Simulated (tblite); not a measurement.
Compound: C6H12N (doublet state).
Structure used (GFN2-xTB), in Å, numbered top down from 1:
```
atom  x, y, z in Å
C1    -2.906    0.746   -1.111
C2    -1.558    0.920   -0.965
C3    -0.728    0.203   -0.116
C4    -1.223   -0.902    0.754
C5     0.728    0.524   -0.019
N6     1.537   -0.674   -0.219
C7     2.957   -0.410   -0.143
H8    -3.450    0.006   -0.554
H9    -3.471    1.354   -1.794
H10   -1.090    1.695   -1.561
H11   -0.380   -1.458    1.154
H12   -1.869   -1.581    0.199
H13   -1.808   -0.503    1.587
H14    0.956    0.884    0.995
H15    0.991    1.331   -0.726
H16    1.310   -1.079   -1.123
H17    3.499   -1.337   -0.322
H18    3.192   -0.058    0.862
H19    3.305    0.348   -0.862
```

Computed with GFN2-xTB (tblite): harmonic, unscaled wavenumbers at the GFN2-xTB geometry, gas phase. The method is semi-empirical: single wavenumbers can be off by several per cent or more. One conformer, not necessarily the lowest. Open shells enter through the occupations alone, without spin polarisation, and single modes of such species can be off by tens of per cent.

Harmonic wavenumbers (cm⁻¹): 44.7, 82.8, 98.6, 145.7, 226.0, 241.3, 271.6, 342.4, 353.5, 417.9, 544.6, 579.6, 758.9, 814.5, 840.2, 933.3, 958.8, 978.2, 992.5, 1011.4, 1045.5, 1105.3, 1138.5, 1152.7, 1223.3, 1237.7, 1302.4, 1317.5, 1356.3, 1388.8, 1395.2, 1419.9, 1453.4, 1466.6, 1475.4, 1480.0, 1488.5, 1500.4, 1501.7, 2805.1, 2847.2, 2876.7, 2957.4, 2997.5, 3007.5, 3020.4, 3031.1, 3055.2, 3123.9, 3153.7, 3348.4.

A = 6385, B = 1265, C = 1126 MHz; mass 98.097 u (most abundant isotopes); point group C1, symmetry number 1; spin multiplicity 2.

Task: What is the zero-point energy?

Result: ½Σν̃ = 36155 cm⁻¹ = 103.37 kcal/mol.

Task: Give the ideal-gas entropy at 298.15 K and 1 bar in the rigid-rotor, harmonic-oscillator model (classical rotation).

Result: Translation 39.69, rotation 27.96, vibration 26.32, spin (R ln 2) 1.38: S = 95.3 cal/(mol K).

Task: And Cp and H(298.15 K) − H(0)?

Result: Cp = 34.59 cal/(mol K), of which vibrations give 26.64 (their classical limit is 51 R = 101.3); H(298.15 K) − H(0) = 6.46 kcal/mol without the zero-point energy, 4.09 from vibrations.

Task: Which modes carry the vibrational entropy at 298.15 K?

Result: 44.7 cm⁻¹: 5.04; 82.8 cm⁻¹: 3.82; 98.6 cm⁻¹: 3.48; 145.7 cm⁻¹: 2.73; 226.0 cm⁻¹: 1.91; 241.3 cm⁻¹: 1.79 cal/(mol K); the other 45 give 7.55 together.

Task: What must be added to the electronic energy to get the Gibbs energy at 298.15 K and 1 bar?

Result: ZPE + [H(298.15 K) − H(0)] − T·S = 103.37 + 6.46 − 28.43 = 81.40 kcal/mol.

Task: How do the functions run with temperature in this model?

Result: 
```json
{"T (K)": "50", "S (cal/(mol K))": "57.8", "Cp (cal/(mol K))": "12.8", "H − H(0) (kcal/mol)": "0.50", "G − H(0) (kcal/mol)": "-2.39", "ln q(vib)": "0.50"}
{"T (K)": "100", "S (cal/(mol K))": "68.3", "Cp (cal/(mol K))": "18.0", "H − H(0) (kcal/mol)": "1.27", "G − H(0) (kcal/mol)": "-5.56", "ln q(vib)": "1.62"}
{"T (K)": "373.15", "S (cal/(mol K))": "103.9", "Cp (cal/(mol K))": "41.5", "H − H(0) (kcal/mol)": "9.31", "G − H(0) (kcal/mol)": "-29.44", "ln q(vib)": "8.07"}
{"T (K)": "500", "S (cal/(mol K))": "117.6", "Cp (cal/(mol K))": "52.4", "H − H(0) (kcal/mol)": "15.29", "G − H(0) (kcal/mol)": "-43.49", "ln q(vib)": "10.97"}
{"T (K)": "750", "S (cal/(mol K))": "142.0", "Cp (cal/(mol K))": "68.3", "H − H(0) (kcal/mol)": "30.51", "G − H(0) (kcal/mol)": "-76.01", "ln q(vib)": "16.58"}
{"T (K)": "1000", "S (cal/(mol K))": "163.3", "Cp (cal/(mol K))": "79.1", "H − H(0) (kcal/mol)": "49.02", "G − H(0) (kcal/mol)": "-114.24", "ln q(vib)": "21.91"}
```

q(vib) and H(0) count from the zero-point level.

Hindered rotation and anharmonicity are outside this model. Other conformers, if any are populated, would add a mixing term that is left out. The structure is chiral; the term R ln 2 for an equal mix with its mirror image is left out.
